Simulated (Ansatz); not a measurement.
```yaml
crystal:
  periodic: [false, false, false]
  atoms:
    - {symbol: F, position_ang: [1.889565, -1.390173, 0.523179]}
    - {symbol: B, position_ang: [0.602847, -1.129559, 0.681278]}
    - {symbol: F, position_ang: [-0.134773, -1.900692, 1.462192]}
    - {symbol: Br, position_ang: [-0.339205, -0.929943, -1.241034]}
    - {symbol: B, position_ang: [-0.602876, 1.129640, -0.681135]}
    - {symbol: F, position_ang: [-1.889942, 1.387500, -0.521312]}
    - {symbol: F, position_ang: [0.132092, 1.902378, -1.462971]}
    - {symbol: Br, position_ang: [0.342292, 0.930848, 1.239802]}
basis:
  gaussian: {orbitals: def2-TZVPD}
total_charge: -1
magnetization: {spin_polarized: true, initial_magnetization: 1}
hamiltonian: {xc: {name: r2SCAN50}, dispersion: d4}
output: {forces: true}
```

```sh
$ ansatz run in.yaml --threads 4 --pin off --events-out ev --progress --plain --max-ram 11315MiB
```

Shortened log:

```
Functional definition: r2SCAN50
  name "r2SCAN50"
  cite "Bursch, Neugebauer, Ehlert & Grimme, J. Chem. Phys. 156, 134105 (2022) doi:10.1063/5.0086040"
  cite "Furness, Kaplan, Ning, Perdew & Sun, J. Phys. Chem. Lett. 11, 8208 (2020) doi:10.1021/acs.jpclett.0c02405"
  cite "Furness, Kaplan, Ning, Perdew & Sun, J. Phys. Chem. Lett. 11, 9248 (2020) doi:10.1021/acs.jpclett.0c03077"
  parent r2scan
  parameter a = 0.5
  parameter k0 = 0.174
  parameter k1 = 0.065
  parameter a1 = 4.9479
  exchange = (1 - a)*r2scan_x(k0 = k0, k1 = k1, a1 = a1) + a*exact_x
  correlation = r2scan_c
2282 factors; their error is unknown
mean field evaluation 1: about -152312.5786 eV, gradient 2.6e1 eV
mean field evaluation 2: about -152311.0062 eV, gradient 3.5e1 eV
mean field evaluation 4: about -152315.6845 eV, gradient 1.6e0 eV
mean field evaluation 8: about -152315.7119 eV, gradient 1.9e-1 eV
mean field evaluation 16: about -152317.0282 eV, gradient 1.3e-3 eV
mean field -152317.02824279 eV, -5597.5475437328 hartree, gradient 3.2e-6 eV, S^2 0.763712; 4 other end points of the search recorded, 0 dependent functions left out
the calculation of the forces begins
reference -152317.02827109 eV, -5597.5475447728 hartree; 59, 58 occupied and 289, 290 virtual orbitals, 2282 factors
Total energy: -152317.12500370 eV, -5597.5510996306 hartree
Atom 0 at     1.889565    -1.390173     0.523179 Å, force     0.540925    -0.698035     0.375843 eV/Å
Atom 1 at     0.602847    -1.129559     0.681278 Å, force    -0.366955     0.690358    -0.418321 eV/Å
Atom 2 at    -0.134773    -1.900692     1.462192 Å, force     0.242764    -0.773191     0.514131 eV/Å
Atom 3 at    -0.339205    -0.929943    -1.241034 Å, force    -0.221219    -0.604359    -0.806272 eV/Å
Atom 4 at    -0.602876     1.129640    -0.681135 Å, force     0.370159    -0.690716     0.414828 eV/Å
Atom 5 at    -1.889942     1.387500    -0.521312 Å, force    -0.542271     0.697993    -0.373688 eV/Å
Atom 6 at     0.132092     1.902378    -1.462971 Å, force    -0.245081     0.773733    -0.512128 eV/Å
Atom 7 at     0.342292     0.930848     1.239802 Å, force     0.221679     0.604217     0.805607 eV/Å
Dipole moment:     0.000073    -0.000020    -0.000117 e Å
```

Run time 100 s (4 threads of an Arm Neoverse V2 on a shared host); peak host memory 2.5 GiB.
